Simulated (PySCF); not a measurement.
Isomers of C5H10F2OSi, mass 152.047 u with the commonest isotopes. Method used: PBE0/pcSseg-1 in PySCF (dipole) on a GFN2-xTB geometry, gas phase. One conformer each, none proved a minimum here; rigid rotors.

**Question.** Order these by rotational constant B, smallest first.
A. `[CH3:1][SiH2:2][CH2:3][CH2:4][C:5](=[O:6])[CH:7]([F:8])[F:9]` with C1–Si2–C3–C4 174°, Si2–C3–C4–C5 -70°, C3–C4–C5–O6 -6°, C4–C5–C7–F8 52°
B. `[CH3:1][CH2:2][O:3][Si@H:4]([F:5])[CH2:6]/[CH:7]=[CH:8]/[F:9]` with C1–C2–O3–Si4 68°, C2–O3–Si4–F5 -63°, O3–Si4–C6–C7 -177°, Si4–C6–C7–C8 112°
C. `[CH3:1][O:2][CH2:3][Si@H:4]([F:5])[CH2:6]/[CH:7]=[CH:8]\[F:9]` with C1–O2–C3–Si4 180°, O2–C3–Si4–F5 179°, C3–Si4–C6–C7 170°, Si4–C6–C7–C8 101°

**Answer.** B (491.6 MHz), A (566.7 MHz), C (641.2 MHz).

**Question.** Order these by dipole moment, smallest first.
A. `[CH3:1][CH2:2][O:3][Si@H:4]([F:5])[CH2:6]/[CH:7]=[CH:8]/[F:9]` with C1–C2–O3–Si4 68°, C2–O3–Si4–F5 -63°, O3–Si4–C6–C7 -177°, Si4–C6–C7–C8 112°
B. `[CH3:1][O:2][CH2:3][Si@H:4]([F:5])[CH2:6]/[CH:7]=[CH:8]\[F:9]` with C1–O2–C3–Si4 180°, O2–C3–Si4–F5 179°, C3–Si4–C6–C7 170°, Si4–C6–C7–C8 101°
C. `[CH3:1][SiH2:2][CH2:3][CH2:4][C:5](=[O:6])[CH:7]([F:8])[F:9]` with C1–Si2–C3–C4 174°, Si2–C3–C4–C5 -70°, C3–C4–C5–O6 -6°, C4–C5–C7–F8 52°

**Answer.** C (1.28 D), B (1.77 D), A (3.14 D).

**Question.** Order these by out-of-plane moment Σ m c² = (Ia + Ib − Ic)/2, smallest first.
A. `[CH3:1][O:2][CH2:3][Si@H:4]([F:5])[CH2:6]/[CH:7]=[CH:8]\[F:9]` with C1–O2–C3–Si4 180°, O2–C3–Si4–F5 179°, C3–Si4–C6–C7 170°, Si4–C6–C7–C8 101°
B. `[CH3:1][SiH2:2][CH2:3][CH2:4][C:5](=[O:6])[CH:7]([F:8])[F:9]` with C1–Si2–C3–C4 174°, Si2–C3–C4–C5 -70°, C3–C4–C5–O6 -6°, C4–C5–C7–F8 52°
C. `[CH3:1][CH2:2][O:3][Si@H:4]([F:5])[CH2:6]/[CH:7]=[CH:8]/[F:9]` with C1–C2–O3–Si4 68°, C2–O3–Si4–F5 -63°, O3–Si4–C6–C7 -177°, Si4–C6–C7–C8 112°

**Answer.** C (28.41 u·Å²), A (35.93 u·Å²), B (76.03 u·Å²).

```
             SMILES  point group  Ia (u·Å²)  Ib (u·Å²)  Ic (u·Å²)      κ  μa (D)  μb (D)  μc (D)
C[SiH2]CCC(=O)C(F)F           C1     160.76     891.74     900.44  -1.00    0.56    0.83    0.81
CCO[Si@H](F)C/C=C/F           C1     120.17    1028.13    1091.48  -0.98    2.46    1.91    0.34
COC[Si@H](F)C/C=C\F           C1     258.91     788.20     975.26  -0.83    1.41    0.10    1.08
```
